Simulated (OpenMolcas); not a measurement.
Ru+: from CASSCF to CASPT2

```
Program             : OpenMolcas
Basis               : ANO-RCC-VQZP [8s7p5d3f2g1h]
Scalar Hamiltonian  : DKH2, point nucleus
Active space        : 7 electrons in 5 orbitals (4d)
State averaging     : 2S+1 = 4 even, 10 roots; 2S+1 = 2 even, 40 roots
Spin-orbit coupling : state interaction with AMFI integrals over the reference wave functions, term energies averaged over their components
```

Methods on the same reference wave functions:
A. CASSCF
B. SS-CASPT2, IPEA 0.25 Eh, imaginary shift 0.1 Eh (closed shells correlated: 4s 4p)
C. MS-CASPT2, IPEA 0.25 Eh, imaginary shift 0.1 Eh (closed shells correlated: 4s 4p)

Energies in cm⁻¹ above 4d⁷ ⁴F_9/2, the measured ground level; measured values from NIST Handbook of Basic Atomic Spectroscopic Data.

| Level | A | B | C | Measured |
| --- | --- | --- | --- | --- |
| 4d⁷ ⁴F_9/2 | 0.0 | 0.0 | 0.0 | 0.0 |
| 4d⁷ ⁴F_7/2 | 1542 | 1566 | 1566 | 1523 |
| 4d⁷ ⁴F_5/2 | 2585 | 2580 | 2580 | 2494 |
| 4d⁷ ⁴F_3/2 | 3266 | 3230 | 3230 | 3104 |
| 4d⁷ ⁴P_5/2 | 12989 | 9640 | 9640 | 8257 |
| 4d⁷ ⁴P_3/2 | 13124 | 9820 | 9670 | 8478 |
| 4d⁷ ²G_9/2 | 13381 | 10990 | 11010 |  |
| 4d⁷ ⁴P_1/2 | 14089 | 10770 | 10710 | 9374 |
| 4d⁷ ²G_7/2 | 14919 | 12530 | 12530 |  |
| 4d⁷ ²P_3/2 [56 %] | 17527 | 14190 | 13650 |  |
| 4d⁷ ²H_11/2 | 17721 | 14760 | 15010 |  |
| 4d⁷ ²P_1/2 | 19127 | 16010 | 15140 |  |
| 4d⁷ ²H_9/2 | 19206 | 16290 | 16520 |  |
| 4d⁷ ²D_5/2(1) | 19327 | 15440 | 15450 |  |
| 4d⁷ ²D_3/2(1) [66 %] | 21893 | 18230 | 17970 |  |
| 4d⁷ ²F_5/2 | 29708 | 23060 | 23050 |  |
| 4d⁷ ²F_7/2 | 30424 | 23810 | 23810 |  |
| 4d⁷ ²D_3/2(2) | 46310 | 36930 | 36950 |  |
| 4d⁷ ²D_5/2(2) | 47054 | 37700 | 37690 |  |

Deviations, from unrounded energies. A percentage is the sum of absolute deviations over the sum of measured energies, with the sign that they share, or ± where signs differ.

```json
{"Against measurement": "mean absolute deviation (cm-1)", "Levels": "6", "A": "2400", "B": "730", "C": "690"}
{"Against measurement": "fine structure of the ground term (%)", "Levels": "3", "A": "+3.8", "B": "+3.7", "C": "+3.7"}
{"Against measurement": "other terms of the ground configuration (%)", "Levels": "3", "A": "+54.0", "B": "+15.8", "C": "+14.9"}
```

B, C lie about equally close to measurement and A furthest from it. The largest miss of C in the table is 4d⁷ ⁴P_5/2, by +1400 cm-1. The ranking rests on the paired levels alone, and a cruder setting can come out closer through cancelling errors.

Between B and C the level of the table that moves most is 4d⁷ ²P_1/2, by 860 cm-1 (lowest in C, highest in B). Moves below CASPT2's spread within the term are not significant.

The mean deviations of B to C differ by less than CASPT2's widest spread within a term (970 cm-1), so their order carries little weight.

From A to B the spin-free energies of the other terms of 4d⁷ shown, above ⁴F, scale by factors of 0.72 to 0.82, as is usual when dynamic correlation screens the repulsion within a d or f shell.

The lowest spin-free term lies below A's lowest term by 0.540 hartree in B, 0.540 hartree in C.

CASPT2 does not keep the components of a term degenerate, so their means are used; among the terms shown or strongly mixed into the levels shown the widest spread is 970 cm-1 (4d⁷ ⁴F, C). Configurations with an s electron lie low at this charge and mix in, so terms can be misplaced. The CASPT2 spread within a term exceeds the gap to the next term for 4d⁷ ²P and 4d⁷ ²H, so the order of their levels is uncertain (figures for B; the like holds for C). Without dynamic correlation excited terms often stand tens of per cent too high (terms of higher spin than the ground term too low), and those without a measured partner can miss by more than the paired ones (holds for A). Some terms miss by over 15 % even with CASPT2, which points to a basis or an active space too small for the shells correlated (holds for B; C). Computed and measured levels are paired by configuration, term and J; levels that our copy of the source lacks, or whose pairing is in doubt (as where it misses far off the trend of its configuration), stay unpaired and out of the deviations. Only configurations of the active space appear.

A share in square brackets marks a mixed level and gives the weight of the term that names it, the lowest over the columns. A number in round brackets counts repeated terms of one configuration in the order of the reference energies.
